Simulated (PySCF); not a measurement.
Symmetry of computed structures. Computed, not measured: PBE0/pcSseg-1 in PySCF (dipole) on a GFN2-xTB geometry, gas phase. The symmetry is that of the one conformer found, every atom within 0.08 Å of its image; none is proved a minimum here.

Point group, rotor type and polarity of `[CH2:1]=[C:2]([F:3])/[CH:4]=[C:5]1/[C:6](=[CH2:7])[C:8]([F:9])=[C:10]1[CH2:11][F:12]` with C1–C2–C4–C5 180°, C8–C10–C11–F12 0°?

Cs; asymmetric top; symmetry number 1; 2 operations, which sort the 19 atoms into 18 sets; dipole 2.87 D, in the ab plane, which is the mirror; A, B, C = 1269, 671.6, 440.4 MHz.

What symmetry has `[CH3:1][O:2][c:3]1[cH:4][cH:5][cH:6][cH:7][c:8]1[O:9][CH3:10]` with C1–O2–C3–C4 0°, C7–C8–O9–C10 0°, H–C1–O2–C3 -61° (nearest H), H–C10–O9–C8 61° (nearest H)?

C2v; asymmetric top; symmetry number 2; 4 operations, which sort the 20 atoms into 9 sets; dipole 0.17 D, along b, the twofold axis; A, B, C = 1663, 1358, 754.8 MHz; heavy atoms equivalent by symmetry: C1/C10, O2/O9, C3/C8, C4/C7, C5/C6.

`[CH3:1][CH2:2][C:3]([CH3:4])([CH3:5])[CH3:6]`: symmetry, top, dipole?

Cs; near-prolate asymmetric top; symmetry number 1; 2 operations, which sort the 20 atoms into 13 sets; dipole 0.04 D; heavy atoms equivalent by symmetry: C5/C6.
